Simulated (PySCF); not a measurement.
**Correlation energy of Zn¹¹⁺ (zinc, charge +11)**

[Ar] 3d1, 2D determinant. Calculation: PySCF 2.14, in an uncontracted even-tempered set (19 s from 0.59 bohr⁻², ratio 2.5; 12 p from 0.76 bohr⁻², ratio 2.5; 9 d from 0.76 bohr⁻², ratio 2.5; 4 f from 2.7 bohr⁻², ratio 2.7; 4 g from 4.1 bohr⁻², ratio 2.7); the spin-free X2C one-electron Hamiltonian (Gaussian nucleus). Frozen: [Ne]; 9 electrons correlated; the 36 highest virtual orbitals of each spin left out.

MP2 pair energies summed by pair of shells (mhartree):

```tsv
pair	energy	share (%)
3p-3p	-222.05	63.0
3p-3d	-54.58	15.5
3s-3p	-54.51	15.5
3s-3s	-11.13	3.2
3s-3d	-10.21	2.9
```

Total MP2 correlation energy: -352.47 mhartree.

Same-spin part -87.34 and opposite-spin part -265.14 mhartree; SCS-MP2 scales them by 1/3 and 6/5 to -347.28 mhartree.
